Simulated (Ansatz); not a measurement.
One change: `C=[C](F)[GeH2][CH3]` becomes `C=CC(=C)F`.

Ansatz, PBE0-D4/def2-TZVP geometries, multiplicity 1. Each molecule was computed in one conformer, which needn't be the lowest.

Scalar relativity is left out up to krypton.

| property | `C=[C](F)[GeH2][CH3]` |
| --- | --- |
| LUMO energy (B3LYP/def2-TZVPP) / eV | -0.30 |
| HOMO energy (PBE/def2-TZVPP) / eV | -6.38 |
| HOMO–LUMO gap (B3LYP/def2-TZVPP) / eV | 7.09 |
| LUMO energy (PBE/def2-TZVPP) / eV | -1.04 |
| HOMO energy (ωB97M-V/def2-TZVPP) / eV | -9.87 |
| HOMO–LUMO gap (PBE0/def2-TZVPP) / eV | 7.55 |

**Question.** Give the same properties after the change, and the shifts. (Best estimate.)

**Answer.** Computed: 
```
                             property  `C=CC(=C)F`  shift
  LUMO energy (B3LYP/def2-TZVPP) / eV        -1.30  -1.00
    HOMO energy (PBE/def2-TZVPP) / eV        -5.97   0.41
HOMO–LUMO gap (B3LYP/def2-TZVPP) / eV         5.51  -1.58
    LUMO energy (PBE/def2-TZVPP) / eV        -2.01  -0.97
HOMO energy (ωB97M-V/def2-TZVPP) / eV        -9.12   0.75
 HOMO–LUMO gap (PBE0/def2-TZVPP) / eV         5.93  -1.62
```

With PBE0 the HOMO rises by 0.60 eV and the LUMO falls by 1.02 eV, so the gap narrows by about 1.62 eV. PBE moves the HOMO by 0.41 eV and ωB97M-V by 0.75 eV.

B3LYP here is the variant with VWN-RPA as its local correlation; programs differ in this.
